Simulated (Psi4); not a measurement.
H2Te, triplet, at the geometry of the source list (a higher spin typed on purpose: for a closed-shell molecule this is an excited state) (core potentials on Te); PBE/def2-SVP in Psi4.

The Psi4 input:
```
memory 2 GB

molecule {
0 3
Te   -0.00170000    0.78910000    0.00000000
H    -1.13910000   -0.39800000    0.00000000
H     1.14080000   -0.39100000    0.00000000
}

set {
  basis def2-svp
  reference uks
}

energy('pbe')
print_variables()
```

Problem. Predict the main parts of the log of this Psi4 run.

Solution. 
```
   => Loading Basis Set <=

    Name: DEF2-SVP
    Role: ORBITAL
    Keyword: BASIS

    !!!  WARNING: ECP capability is in beta. Please check occupations closely.  !!!

         ---------------------------------------------------------
                                   SCF
               by Justin Turney, Rob Parrish, Andy Simmonett
                          and Daniel G. A. Smith
                              UKS Reference
         ---------------------------------------------------------

  ==> Geometry <==

    Molecular point group: cs
    Full point group: Cs

    Geometry (in Angstrom), charge = 0, multiplicity = 3:

       Center              X                  Y                   Z               Mass
    ------------   -----------------  -----------------  -----------------  -----------------
         TE          -0.000038961755     0.018084365886     0.000000000000   129.906222748000
         H           -1.137438961755    -1.169015634114     0.000000000000     1.007825032230
         H            1.142461038245    -1.162015634114     0.000000000000     1.007825032230

  Running in cs symmetry.

  Rotational constants: A =      6.43594  B =      6.06248  C =      3.12182 [cm^-1]
  Rotational constants: A = 192944.60608  B = 181748.59898  C =  93589.66579 [MHz]
  Nuclear repulsion =   15.689180772146630

  Charge       = 0
  Multiplicity = 3
  Electrons    = 26
  Nalpha       = 14
  Nbeta        = 12

  ==> Algorithm <==

  SCF Algorithm Type is DF.
  DIIS enabled.
  MOM disabled.
  Fractional occupation disabled.
  Guess Type is SAD.
  Energy threshold   = 1.00e-06
  Density threshold  = 1.00e-06
  Integral threshold = 1.00e-12

  ==> Primary Basis <==

  Basis Set: DEF2-SVP
    Blend: DEF2-SVP
    Number of shells: 16
    Number of basis functions: 36
    Number of Cartesian functions: 38
    Spherical Harmonics?: true
    Max angular momentum: 2

  Core potential: DEF2-SVP
    Number of shells: 4
    Number of ECP primitives: 18
    Number of ECP core electrons: 28
    Max angular momentum: 3

  ==> DFT Potential <==

   => LibXC <=

    Version 7.1.2
    S. Lehtola, C. Steigemann, M. J. T. Oliveira, and M. A. L. Marques,  SoftwareX 7, 1–5 (2018) (10.1016/j.softx.2017.11.002)

   => Composite Functional: PBE <=

    PBE GGA Exchange-Correlation Functional

    J.P. Perdew et. al., Phys. Rev. Lett., 77(18), 3865-3868, 1996

    Deriv               =              1
    GGA                 =           TRUE
    Meta                =          FALSE

    Exchange Hybrid     =          FALSE
    MP2 Hybrid          =          FALSE

   => Exchange Functionals <=

    1.0000     XC_GGA_X_PBE

   => Correlation Functionals <=

    1.0000     XC_GGA_C_PBE

   => LibXC Density Thresholds  <==

    XC_GGA_C_PBE:  1.00E-12
    XC_GGA_X_PBE:  1.00E-15

   => Molecular Quadrature <=

    Radial Scheme          =       TREUTLER
    Pruning Scheme         =           NONE
    Nuclear Scheme         =       TREUTLER

    Blocking Scheme        =         OCTREE
    BS radius alpha        =              1
    Pruning alpha          =              1
    Radial Points          =             75
    Spherical Points       =            302
    Total Points           =          64391
    Total Blocks           =            547
    Max Points             =            256
    Max Functions          =             36
    Weights Tolerance      =       1.00E-15

   => Loading Basis Set <=

    Name: (DEF2-SVP AUX)
    Role: JKFIT
    Keyword: DF_BASIS_SCF

  ==> Integral Setup <==

  SCF_SUBTYPE=INCORE selected. In-core MEM_DF algorithm will be used.
  Using in-core AOs.

  ==> MemDFJK: Density-Fitted J/K Matrices <==

    J tasked:                   Yes
    K tasked:                    No
    wK tasked:                   No
    Algorithm:                 Core
    Schwarz Cutoff:           1E-12
    Mask sparsity (%):       0.0000
    Fitting Condition:        1E-10

   => Auxiliary Basis Set <=

  Basis Set: (DEF2-SVP AUX)
[...]
  Reciprocal condition number of the overlap matrix is 6.7448988086E-03.
    Using symmetric orthogonalization.

  ==> Pre-Iterations <==

  SCF Guess: Superposition of Atomic Densities via on-the-fly atomic UHF (no occupation information).

   -------------------------
    Irrep   Nso     Nmo
   -------------------------
     A'        26      26
     A"        10      10
   -------------------------
    Total      36      36
   -------------------------

  ==> Iterations <==

                           Total Energy        Delta E     RMS |[F,P]|

   @DF-UKS iter SAD:  -267.08574352875524   -2.67086e+02   0.00000e+00
   @DF-UKS iter   1:  -268.95082688921633   -1.86508e+00   1.31418e-02 DIIS/ADIIS
   @DF-UKS iter   2:  -268.97844380904394   -2.76169e-02   1.24427e-02 DIIS/ADIIS
   @DF-UKS iter   3:  -269.04241006144412   -6.39663e-02   9.03865e-04 DIIS/ADIIS
   @DF-UKS iter   4:  -269.04286674957632   -4.56688e-04   4.12438e-04 DIIS/ADIIS
   @DF-UKS iter   5:  -269.04298686062327   -1.20111e-04   3.89820e-05 DIIS
   @DF-UKS iter   6:  -269.04298734506364   -4.84440e-07   2.62728e-05 DIIS
   @DF-UKS iter   7:  -269.04298794905947   -6.03996e-07   5.44221e-06 DIIS
   @DF-UKS iter   8:  -269.04298797503282   -2.59733e-08   6.15595e-07 DIIS
  Energy and wave function converged.

  ==> Post-Iterations <==

   Electrons on quadrature grid:
      Nalpha   =   14.0000040151 ; deviation = 4.015e-06
      Nbeta    =   12.0000030378 ; deviation = 3.038e-06
      Ntotal   =   26.0000070529 ; deviation = 7.053e-06

   @Spin Contamination Metric:   1.875274577E-03
   @S^2 Expected:                2.000000000E+00
   @S^2 Observed:                2.001875275E+00
   @S   Expected:                1.000000000E+00
   @S   Observed:                1.000000000E+00

    Orbital Energies [Eh]
    ---------------------

    Alpha Occupied:

[...]
    Alpha Virtual:

[...]
      26Ap    52.379753

    Beta Occupied:

[...]
    Beta Virtual:

[...]
    Final Occupation by Irrep:
             Ap   App
    DOCC [     9,    3 ]
    SOCC [     1,    1 ]
    NA   [    10,    4 ]
    NB   [     9,    3 ]

  @DF-UKS Final Energy:  -269.04298797503282

   => Energetics <=

    Nuclear Repulsion Energy =             15.6891807721466296
    One-Electron Energy =                -498.7108376126868166
    Two-Electron Energy =                 235.4644375679267796
    DFT Exchange-Correlation Energy =     -21.4857687024194348
    Empirical Dispersion Energy =           0.0000000000000000
    VV10 Nonlocal Energy =                  0.0000000000000000
    Total Energy =                       -269.0429879750328155

  UHF NO Occupations:
  HONO-2 :    9 Ap 1.9994331
  HONO-1 :    4App 1.0000000
  HONO-0 :   10 Ap 1.0000000
  LUNO+0 :   11 Ap 0.0005669
  LUNO+1 :   12 Ap 0.0001844
  LUNO+2 :   13 Ap 0.0001500
  LUNO+3 :    5App 0.0000155

Computation Completed

Properties will be evaluated at   0.000000,   0.000000,   0.000000 [a0]

Properties computed using the SCF density matrix

 Multipole Moments:

 ------------------------------------------------------------------------------------
     Multipole            Electronic (a.u.)      Nuclear  (a.u.)        Total (a.u.)
 ------------------------------------------------------------------------------------

 L = 1.  Multiply by 2.5417464519 to convert [e a0] to [Debye]
 Dipole X            :         -0.0055637            0.0077233            0.0021596
 Dipole Y            :          3.6120960           -3.5848227            0.0272733
 Dipole Z            :          0.0000000            0.0000000            0.0000000
 Magnitude           :                                                    0.0273587

 ------------------------------------------------------------------------------------

  Variable Map:
  ----------------------------------------------------------------------------
[...]
  Array Variable Map:
  ----------------------------------------------------------------------------
[...]
[...]
```
